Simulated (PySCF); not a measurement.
**Electron correlation in Mg (magnesium, neutral)**

[Ne] 3s1 3p1, high-spin 3P determinant (an excited configuration). Computed with PySCF 2.14 in dyall-av3z, with scalar relativity by spin-free X2C-1e. Frozen: [Ne]; 2 electrons correlated; the 22 highest virtual orbitals of each spin left out.

With two correlated electrons CCSD is exact within the correlated space (frozen core and kept virtual orbitals).

```csv
level,correlation energy (mhartree)
CCSD,-4.42
```

Diagnostics: T1 = 0.0066, D1 = 0.0114, largest double amplitude 0.037.

Is a single reference adequate?

Yes: T1 lies below 0.03 and no double amplitude reaches 0.07.
